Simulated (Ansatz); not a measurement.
C₄H₁₀Cl₂InN (`CC(C)(C)[NH][In]([Cl])[Cl]`), relaxed with RKS PBE0-D4/def2-TZVP in Ansatz from a GFN2-xTB geometry. The force threshold is 0.005 eV/Å; the program also tests the step.

The species carries charge 0 and has multiplicity 1. In takes the def2 core potential.

Start:

```xyz
18

C     0.253    1.486   -0.282
C    -0.120    0.008   -0.448
C    -1.475   -0.269    0.199
C    -0.180   -0.340   -1.945
N     0.847   -0.886    0.154
In    1.171   -0.745    2.220
Cl    0.384    0.784    3.788
Cl    2.313   -2.519    3.146
H     1.236    1.679   -0.712
H    -0.475    2.126   -0.777
H     0.276    1.739    0.781
H    -1.697   -1.333    0.132
H    -2.264    0.296   -0.290
H    -1.439    0.016    1.255
H    -0.962    0.236   -2.431
H    -0.391   -1.399   -2.068
H     0.770   -0.116   -2.426
H     1.753   -0.764   -0.296
```

(1) By how much does the energy fall, and how many steps does the optimiser take? (Estimate.)

(2) Which bonds change most? (Best estimate.)

(3) Give the relaxed structure. (Estimate.)

## Answers

(1) The calculation gave: 14.58 kJ/mol, in 15 steps.

(2) The calculation gave: N5–In6 from 2.096 to 2.002 Å; C2–N5 from 1.449 to 1.464 Å; In6–Cl7 from 2.326 to 2.312 Å; In6–Cl8 from 2.304 to 2.316 Å.

(3) Ansatz gave: 
```xyz
18

C     0.323    1.495   -0.337
C    -0.136    0.039   -0.426
C    -1.516   -0.105    0.199
C    -0.186   -0.394   -1.889
N     0.786   -0.868    0.261
In    1.155   -0.848    2.228
Cl   -0.202    0.021    3.886
Cl    3.022   -1.986    2.993
H     1.331    1.607   -0.746
H    -0.344    2.161   -0.890
H     0.337    1.828    0.705
H    -1.859   -1.140    0.130
H    -2.239    0.535   -0.310
H    -1.509    0.187    1.254
H    -0.883    0.229   -2.453
H    -0.506   -1.435   -1.968
H     0.799   -0.300   -2.357
H     1.628   -1.027   -0.278
```
